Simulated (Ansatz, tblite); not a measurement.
InAs nanocrystals, H-capped: gap (eV) at several levels, gas phase, relaxed structures; Ansatz, xTB through tblite. Core potentials for In in the def2 sets, no spin–orbit coupling. Levels of anions in sets without diffuse functions are rough. A dash marks a value that wasn't run or was left out as unsound. The structures are stationary points that may keep the symmetry of their start.

```
                          species    state            geometry  GFN2-xTB  PBE-D4/def2-SVP  PBE-D4/def2-TZVP  PBE0-D4/def2-SVP  PBE0-D4/def2-TZVP
     In3As3H12, cut from wurtzite  singlet  r2SCAN-D4/def2-SVP      4.15             4.64              4.58              6.37               6.31
     In4As4H14, cut from wurtzite  singlet     PBE-D4/def2-SVP      3.48             3.84              3.80              5.56               5.51
 In5As4H16⁻, cut from zinc blende  singlet     PBE-D4/def2-SVP      3.78             4.13              4.08              5.78               5.69
    In5As6H18⁺, cut from wurtzite  singlet  r2SCAN-D4/def2-SVP      3.11             3.71              3.70              5.42               5.39
 In7As6H20⁻, cut from zinc blende  singlet     PBE-D4/def2-SVP      3.24             3.60              3.58              5.22               5.17
In9As10H28⁺, cut from zinc blende  singlet     PBE-D4/def2-SVP      2.56             3.20              3.19              4.80               4.79
  In11As10H28⁻, cut from wurtzite  singlet     PBE-D4/def2-SVP      2.93             3.27              3.23              4.86               4.81
  In10As11H28⁺, cut from wurtzite  singlet     PBE-D4/def2-SVP      2.62             3.04              3.01              4.64               4.60
```

Question: Estimate the column for r2SCAN-D4/def2-TZVP.

Answer: In3As3H12, cut from wurtzite 5.06; In4As4H14, cut from wurtzite 4.26; In5As4H16⁻, cut from zinc blende 4.58; In5As6H18⁺, cut from wurtzite 4.13; In9As10H28⁺, cut from zinc blende 3.58; In11As10H28⁻, cut from wurtzite 3.64; In10As11H28⁺, cut from wurtzite 3.39.
